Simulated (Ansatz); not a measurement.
Born–Oppenheimer molecular dynamics of H6O3Si2 (11 atoms, charge 0, multiplicity 1). It starts from a relaxed structure.

Method: RKS PBE-D4/6-31G (Ansatz 0.2.0).

```
ensemble                      : NVE (velocity Verlet)
time step                     : 0.25 fs
steps asked                   : 300
starting velocities drawn for : 300 K
seed                          : 354209
```

Frames 0.5 fs apart, positions in Å, forces in eV/Å.

Velocities at 17.5 fs (Å/ps):

```
Si 1.08 1.82 -2.56
O -1.22 -3.58 5.94
H 14.48 -3.49 -17.89
O -2.40 -4.19 -0.47
H -9.88 19.17 -3.05
O -0.87 1.26 -0.44
H -13.68 -3.27 -8.50
Si 1.23 1.14 -0.45
H 2.74 0.09 4.07
H 15.63 8.13 22.98
H -2.38 0.07 6.53
```

```xyz
11
Properties=species:S:1:pos:R:3:forces:R:3 time_fs=17.5 energy_less_start_eV=0.151 T=170
Si -0.151 -0.271 0.043 -0.10 -0.02 -0.40
O 0.138 -0.523 1.676 0.24 -0.51 0.91
H 0.340 0.078 2.416 -0.07 0.14 -0.22
O 1.278 -0.199 -0.918 -0.35 -0.34 -0.23
H 1.906 0.535 -0.937 0.49 0.52 0.10
O -1.058 1.197 0.063 0.08 0.32 0.18
H -1.501 1.535 -0.733 -0.21 0.21 -0.36
Si -1.231 -2.099 -0.884 0.02 -0.58 0.97
H -2.584 -2.317 -0.236 0.06 0.03 0.02
H -1.446 -1.925 -2.317 -0.11 0.22 -0.96
H -0.376 -3.329 -0.669 -0.06 0.01 -0.01
11
Properties=species:S:1:pos:R:3:forces:R:3 time_fs=18 energy_less_start_eV=0.154 T=168
Si -0.150 -0.270 0.041 -0.16 -0.08 -0.24
O 0.138 -0.524 1.679 0.14 -0.70 0.50
H 0.347 0.076 2.407 0.01 0.37 0.08
O 1.277 -0.201 -0.918 -0.06 -0.06 -0.27
H 1.902 0.546 -0.939 0.27 0.26 0.09
O -1.058 1.197 0.063 -0.04 0.43 -0.04
H -1.508 1.534 -0.737 -0.08 0.10 -0.13
Si -1.230 -2.098 -0.884 0.05 -0.61 1.20
H -2.583 -2.316 -0.234 0.06 0.04 0.01
H -1.438 -1.921 -2.307 -0.15 0.24 -1.19
H -0.377 -3.329 -0.666 -0.05 0.01 -0.01
11
Properties=species:S:1:pos:R:3:forces:R:3 time_fs=18.5 energy_less_start_eV=0.162 T=161
Si -0.150 -0.269 0.040 -0.23 -0.14 -0.09
O 0.137 -0.526 1.682 0.04 -0.88 0.12
H 0.354 0.076 2.398 0.10 0.59 0.36
O 1.276 -0.203 -0.919 0.26 0.26 -0.32
H 1.898 0.556 -0.940 0.03 -0.04 0.10
O -1.059 1.198 0.063 -0.17 0.54 -0.27
H -1.516 1.532 -0.742 0.06 0.00 0.10
Si -1.230 -2.098 -0.884 0.07 -0.62 1.38
H -2.581 -2.316 -0.232 0.06 0.04 -0.01
H -1.431 -1.916 -2.299 -0.18 0.25 -1.35
H -0.378 -3.329 -0.663 -0.04 0.01 -0.02
11
Properties=species:S:1:pos:R:3:forces:R:3 time_fs=19 energy_less_start_eV=0.173 T=152
Si -0.149 -0.268 0.039 -0.29 -0.20 0.05
O 0.137 -0.528 1.685 -0.05 -1.02 -0.19
H 0.362 0.076 2.390 0.17 0.76 0.57
O 1.275 -0.205 -0.919 0.55 0.56 -0.36
H 1.894 0.567 -0.941 -0.18 -0.32 0.10
O -1.059 1.199 0.062 -0.29 0.64 -0.47
H -1.523 1.531 -0.747 0.19 -0.10 0.31
Si -1.229 -2.097 -0.884 0.08 -0.63 1.48
H -2.579 -2.316 -0.230 0.05 0.04 -0.02
H -1.424 -1.911 -2.295 -0.20 0.25 -1.45
H -0.380 -3.329 -0.659 -0.04 0.01 -0.03
11
Properties=species:S:1:pos:R:3:forces:R:3 time_fs=19.5 energy_less_start_eV=0.180 T=145
Si -0.149 -0.268 0.037 -0.35 -0.25 0.19
O 0.136 -0.531 1.688 -0.11 -1.08 -0.38
H 0.369 0.079 2.383 0.22 0.85 0.67
O 1.274 -0.207 -0.919 0.79 0.82 -0.40
H 1.890 0.577 -0.942 -0.35 -0.56 0.10
O -1.060 1.200 0.062 -0.38 0.71 -0.63
H -1.529 1.530 -0.751 0.29 -0.17 0.48
Si -1.228 -2.097 -0.884 0.08 -0.62 1.50
H -2.578 -2.316 -0.228 0.05 0.05 -0.03
H -1.417 -1.905 -2.294 -0.20 0.25 -1.46
H -0.381 -3.328 -0.656 -0.03 0.00 -0.03
11
Properties=species:S:1:pos:R:3:forces:R:3 time_fs=20 energy_less_start_eV=0.181 T=145
Si -0.148 -0.267 0.036 -0.41 -0.29 0.31
O 0.135 -0.533 1.691 -0.13 -1.04 -0.45
H 0.378 0.084 2.378 0.22 0.84 0.66
O 1.273 -0.209 -0.920 0.98 1.02 -0.44
H 1.885 0.586 -0.942 -0.47 -0.74 0.09
O -1.060 1.201 0.062 -0.44 0.75 -0.74
H -1.535 1.528 -0.754 0.36 -0.22 0.59
Si -1.228 -2.097 -0.884 0.07 -0.60 1.44
H -2.575 -2.315 -0.226 0.03 0.05 -0.04
H -1.411 -1.898 -2.297 -0.20 0.23 -1.39
H -0.383 -3.328 -0.653 -0.02 0.00 -0.04
11
Properties=species:S:1:pos:R:3:forces:R:3 time_fs=20.5 energy_less_start_eV=0.172 T=152
Si -0.148 -0.266 0.035 -0.47 -0.32 0.43
O 0.135 -0.536 1.694 -0.11 -0.91 -0.40
H 0.387 0.090 2.374 0.19 0.73 0.53
O 1.272 -0.211 -0.920 1.09 1.16 -0.46
H 1.879 0.592 -0.942 -0.53 -0.85 0.08
O -1.061 1.202 0.061 -0.45 0.76 -0.79
H -1.540 1.526 -0.755 0.40 -0.24 0.65
Si -1.227 -2.096 -0.883 0.05 -0.57 1.30
H -2.573 -2.315 -0.224 0.02 0.05 -0.05
H -1.406 -1.891 -2.303 -0.19 0.20 -1.24
H -0.385 -3.328 -0.650 -0.01 -0.01 -0.05
11
Properties=species:S:1:pos:R:3:forces:R:3 time_fs=21 energy_less_start_eV=0.157 T=165
Si -0.147 -0.265 0.034 -0.52 -0.35 0.53
O 0.134 -0.538 1.697 -0.05 -0.69 -0.25
H 0.396 0.099 2.372 0.11 0.54 0.31
O 1.271 -0.212 -0.921 1.14 1.22 -0.48
H 1.871 0.597 -0.942 -0.52 -0.88 0.07
O -1.062 1.203 0.060 -0.43 0.73 -0.78
H -1.544 1.523 -0.755 0.39 -0.23 0.63
Si -1.227 -2.096 -0.883 0.03 -0.53 1.11
H -2.571 -2.314 -0.222 0.00 0.05 -0.05
H -1.401 -1.883 -2.312 -0.17 0.16 -1.03
H -0.386 -3.328 -0.648 0.01 -0.02 -0.05
11
Properties=species:S:1:pos:R:3:forces:R:3 time_fs=21.5 energy_less_start_eV=0.139 T=180
Si -0.147 -0.264 0.032 -0.57 -0.37 0.62
O 0.134 -0.541 1.700 0.04 -0.43 -0.05
H 0.406 0.108 2.370 0.01 0.30 0.05
O 1.271 -0.214 -0.922 1.12 1.20 -0.48
H 1.863 0.600 -0.942 -0.45 -0.84 0.05
O -1.062 1.204 0.060 -0.36 0.67 -0.71
H -1.548 1.519 -0.753 0.35 -0.19 0.55
Si -1.226 -2.096 -0.882 0.00 -0.48 0.86
H -2.569 -2.313 -0.221 -0.02 0.05 -0.06
H -1.396 -1.875 -2.323 -0.14 0.11 -0.78
H -0.388 -3.328 -0.645 0.02 -0.03 -0.06
11
Properties=species:S:1:pos:R:3:forces:R:3 time_fs=22 energy_less_start_eV=0.125 T=193
Si -0.147 -0.264 0.031 -0.61 -0.39 0.71
O 0.133 -0.544 1.703 0.14 -0.16 0.15
H 0.415 0.119 2.369 -0.10 0.04 -0.21
O 1.270 -0.215 -0.922 1.04 1.11 -0.47
H 1.853 0.601 -0.942 -0.33 -0.72 0.03
O -1.063 1.206 0.059 -0.25 0.58 -0.58
H -1.550 1.515 -0.750 0.26 -0.12 0.42
Si -1.225 -2.096 -0.882 -0.02 -0.42 0.60
H -2.567 -2.312 -0.219 -0.04 0.05 -0.07
H -1.392 -1.867 -2.337 -0.12 0.06 -0.51
H -0.389 -3.328 -0.642 0.03 -0.04 -0.07
11
Properties=species:S:1:pos:R:3:forces:R:3 time_fs=22.5 energy_less_start_eV=0.117 T=200
Si -0.147 -0.263 0.030 -0.65 -0.41 0.79
O 0.132 -0.547 1.706 0.24 0.11 0.32
H 0.425 0.129 2.367 -0.20 -0.21 -0.45
O 1.270 -0.216 -0.923 0.90 0.95 -0.46
H 1.843 0.600 -0.942 -0.15 -0.53 0.00
O -1.064 1.207 0.058 -0.11 0.47 -0.40
H -1.552 1.511 -0.746 0.14 -0.04 0.23
Si -1.225 -2.096 -0.881 -0.05 -0.36 0.33
H -2.565 -2.311 -0.218 -0.06 0.05 -0.07
H -1.388 -1.858 -2.351 -0.09 0.01 -0.22
H -0.391 -3.328 -0.640 0.04 -0.05 -0.08
11
Properties=species:S:1:pos:R:3:forces:R:3 time_fs=23 energy_less_start_eV=0.118 T=198
Si -0.146 -0.262 0.029 -0.69 -0.42 0.86
O 0.132 -0.550 1.709 0.32 0.34 0.45
H 0.434 0.139 2.364 -0.30 -0.42 -0.63
O 1.270 -0.217 -0.924 0.72 0.74 -0.43
H 1.832 0.597 -0.941 0.06 -0.28 -0.02
O -1.065 1.209 0.057 0.05 0.35 -0.19
H -1.553 1.507 -0.742 0.01 0.05 0.02
Si -1.224 -2.096 -0.880 -0.07 -0.30 0.06
H -2.563 -2.310 -0.217 -0.08 0.05 -0.08
H -1.384 -1.849 -2.366 -0.07 -0.05 0.05
H -0.393 -3.329 -0.638 0.05 -0.06 -0.08
```

Of the whole run (75 fs, mean temperature of the second half 139 K): The conserved energy stayed within 0.038 meV per atom of its start (net change 0.026 meV per atom), so the integration is sound. Over the second half the temperature averaged 0.46 of the 300 K drawn at the start: a run that starts near a minimum puts about half its kinetic energy into the potential. A run of 0.075 ps of so small a system gives no equilibrium averages. Limits of this set-up: no polarisation functions.

Run time: 13 min on 1 thread of Arm Neoverse V2, with other jobs on the host, peak memory 0.11 GiB.
